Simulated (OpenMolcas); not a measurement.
## Ag2+: moving or changing the point charges

Ag2+ among 2 point charges of -2.5 e arranged as a linear pair (D∞h), 2.14 Å from the ion.
```
   0.0000    0.0000    2.1400  -2.50
   0.0000    0.0000   -2.1400  -2.50
```

```yaml
Program: OpenMolcas
Method: "SS-CASPT2, IPEA 0.25 Eh, imaginary shift 0.1 Eh (closed shells correlated: 4s 4p)"
Basis: ANO-RCC-VDZP [6s5p3d1f]
Scalar_Hamiltonian: DKH2, point nucleus
Active_space: 9 electrons in 5 orbitals (4d)
State_averaging: 2S+1 = 2 even, 5 roots
Spin-orbit_coupling: state interaction with AMFI integrals over the reference wave functions
```

Runs around this geometry, states (labels by Λ). Energies in cm-1 above the lowest state or level, χT in cm3 K/mol.

```
R (Å)  q (e)  Ground state  First state of that spin  First gap with spin-orbit (degeneracies)  χT at 300 K
 2.14  -1.62            2Σ                   2Π 3680                               3380 (2, 2)        0.900
 1.94   -2.5            2Σ                   2Π 3340                               3140 (2, 2)        0.882
 2.14   -2.5            2Σ                   2Π 3510                               3290 (2, 2)        0.893
 2.29   -2.5            2Σ                   2Π 3320                               3110 (2, 2)        0.914
```

Scaling the charges by -1.62 / -2.5 = 0.65 scales the first state of the same spin by 3680 / 3510 = 1.05; with fixed orbitals a first-order splitting would follow the charge.

Free-ion shares, where given, are those of the reference states; single-state CASPT2 does not remix them. This is an electrostatic model: the charges have no orbitals. No measured value stands beside these numbers.
